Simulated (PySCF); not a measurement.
Match the calculated data to a structure.

All candidates are C4H7FO2.

| technique | computed result |
| --- | --- |
| 13C NMR | chemical shifts (computed TMS as zero) by class: 205.5 (1 C), 92.9 (1 C), 67.4 (1 C), 48.7 (1 C) ppm [GIAO PBE0/pcSseg-1] |
| UV, strongest line | among the 8 lowest singlet transitions: S6 at 8.48 eV (146 nm, f = 0.093) [TDDFT wB97X-D/def2-SVPD] |
| Dipole | 1.69 D [wB97X-D/def2-SVPD] |
| NMR, other nuclei | isotropic shieldings of nuclei other than C and H, by class: -353 (1 O), 325 (1 O), 407 (1 F) ppm [GIAO PBE0/pcSseg-1] |
| 1H NMR | chemical shifts (computed TMS as zero) by class: 10.05 (1 H), 5.24 (1 H), 4.39 (1 H), 3.78 (1 H), 3.71 (1 H), 2.73 (1 H), 0.98 (1 H) ppm [GIAO PBE0/pcSseg-1] |
| Rotational structure | rotational constants A, B, C: 3.863, 1.813, 1.520 GHz [GFN2-xTB] |

Gas-phase values; electronic properties from PySCF, density fitting. Levels stand in brackets. Isolated species at its GFN2-xTB geometry (one conformer only). NMR classes are plain means over equivalent atoms (diastereotopic ones count apart unless rotation or inversion swaps them), as if these changed places fast.

Problem. Which candidate is it?
A. `COCCC(=O)F`
B. `CO[C@@H]1C[C@@H](F)O1`
C. `CO[C@@H](C=O)CF`
D. `O=CC[C@@H](F)CO`

Solution. D. It is `O=CC[C@@H](F)CO`. Numbering: `[O:1]=[CH:2][CH2:3][C@@H:4]([F:5])[CH2:6][OH:7]`. Its formula, C4H7FO2, gives 1 degree of unsaturation: 0 rings and 1 π bond in the structure found. 4 carbons fall into 4 classes; from least to most shielded: aldehyde carbon [C2] (205.5 ppm), sp3 C–F carbon [C4] (92.9 ppm), carbinol carbon (C–OH) [C6] (67.4 ppm), sp3 carbon next to a carbonyl [C3] (48.7 ppm). Hydrogen classes from least to most shielded: 1 H on an aldehyde carbon, C2 (10.05 ppm), 1 H on an sp3 C–F carbon, C4 (5.24 ppm), 1 H on a carbinol carbon (C–OH), C6 (4.39 ppm), 1 H on an sp3 carbon next to a carbonyl, C3 (3.78 ppm), 1 H on a carbinol carbon (C–OH), C6 (3.71 ppm), 1 H on an sp3 carbon next to a carbonyl, C3 (2.73 ppm), 1 H on an alcohol oxygen, O7 (0.98 ppm). The other shieldings belong to: -353 ppm, aldehyde oxygen [O1]; 325 ppm, alcohol oxygen [O7]; 407 ppm, alkyl fluorine [F5]. The optimised geometry has point group C1 and is an asymmetric top.

The others, at the same levels:
- `CO[C@@H](C=O)CF` fails: its computed 13C shifts are 208.6 (1 C), 92.0 (1 C), 91.7 (1 C), 61.9 (1 C) ppm, 1H shifts are 9.87 (1 H), 5.39 (1 H), 4.84 (1 H), 3.96 (1 H), 3.87 (3 H) ppm and rotational constant A is 3.366 GHz (against 3.863 GHz).
- `COCCC(=O)F` fails: its computed 13C shifts are 172.0 (1 C), 70.8 (1 C), 61.5 (1 C), 36.4 (1 C) ppm, 1H shifts are 3.67 (2 H), 3.55 (3 H), 2.65 (2 H) ppm and strongest line among the 8 lowest singlet transitions is S8 at 8.97 eV (138 nm, f = 0.043) (against S6 at 8.48 eV).
- `CO[C@@H]1C[C@@H](F)O1` fails: its computed 13C shifts are 114.6 (1 C), 105.9 (1 C), 57.1 (1 C), 41.9 (1 C) ppm, 1H shifts are 6.27 (1 H), 5.70 (1 H), 3.61 (3 H), 2.83 (1 H), 2.67 (1 H) ppm and rotational constant A is 7.989 GHz (against 3.863 GHz).

Each candidate is one conformer, not necessarily the lowest. Dipoles, sizes and rotational constants follow the conformer. The torsions of the flexible species, by atom-mapped SMILES:
- `[O:1]=[CH:2][CH2:3][C@@H:4]([F:5])[CH2:6][OH:7]`: O1–C2–C3–C4 0°, C2–C3–C4–F5 160°, C3–C4–C6–O7 -56°, H–O7–C6–C4 -61°
- `[CH3:1][O:2][C@@H:3]([CH:4]=[O:5])[CH2:6][F:7]`: C1–O2–C3–C4 165°, O2–C3–C4–O5 161°, O2–C3–C6–F7 87°
- `[CH3:1][O:2][CH2:3][CH2:4][C:5](=[O:6])[F:7]`: C1–O2–C3–C4 -173°, O2–C3–C4–C5 76°, C3–C4–C5–O6 15°
- `[CH3:1][O:2][C@@H:3]1[CH2:4][C@@H:5]([F:6])[O:7]1`: C1–O2–C3–C4 173°
